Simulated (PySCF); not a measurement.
C3H6O. Atoms are numbered in the order given.

```xyz
10

C     -0.0741     1.8798     0.0000
C      0.3499     0.6127     0.0000
O     -0.4944    -0.4457     0.0000
C      0.1036    -1.7226     0.0000
H     -1.1402     2.1175     0.0000
H      0.6508     2.6940     0.0000
H      1.4204     0.3636     0.0000
H     -0.7086    -2.4622     0.0000
H      0.7282    -1.8832    -0.8984
H      0.7282    -1.8832     0.8984
```

Geometry: B3LYP-D3(BJ)/def2-SVP. Other conformers were not sampled.

The numbers are results of B3LYP-D3(BJ)/def2-SVP run with PySCF, not measurements.

No scaling factor is applied to the harmonic values.

```csv
mode,ν (cm⁻¹),IR (km/mol),moving atoms (share of kinetic energy)
1,27,0.1,"H 48 %, C 40 %, O 12 %"
2,174,3.4,"H 74 %, O 20 %"
3,314,1.3,"C 39 %, H 37 %, O 24 %"
4,526,4.5,"C 55 %, H 33 %, O 12 %"
5,703,3.6,"H 67 %, C 28 %"
6,843,53.1,"H 68 %, C 32 %"
7,891,9.9,"H 46 %, C 38 %, O 16 %"
8,977,15.2,"H 88 %, C 12 %"
9,1118,18.0,"C 41 %, H 41 %, O 18 %"
10,1173,0.9,"H 77 %, C 18 %"
11,1178,107.0,"H 42 %, C 31 %, O 27 %"
12,1273,215.1,"C 36 %, H 34 %, O 31 %"
13,1336,27.7,"H 85 %, C 10 %"
14,1409,21.6,"H 81 %, C 17 %"
15,1467,5.7,H 97 %
16,1472,3.3,"H 88 %, C 9 %"
17,1480,28.1,"H 91 %, C 8 %"
18,1731,167.6,"C 85 %, H 14 %"
19,2989,78.4,H 97 %
20,3058,48.8,"H 90 %, C 10 %"
21,3122,17.7,H 92 %
22,3140,19.0,"H 91 %, C 9 %"
23,3164,0.1,H 94 %
24,3268,3.5,"H 89 %, C 11 %"
```
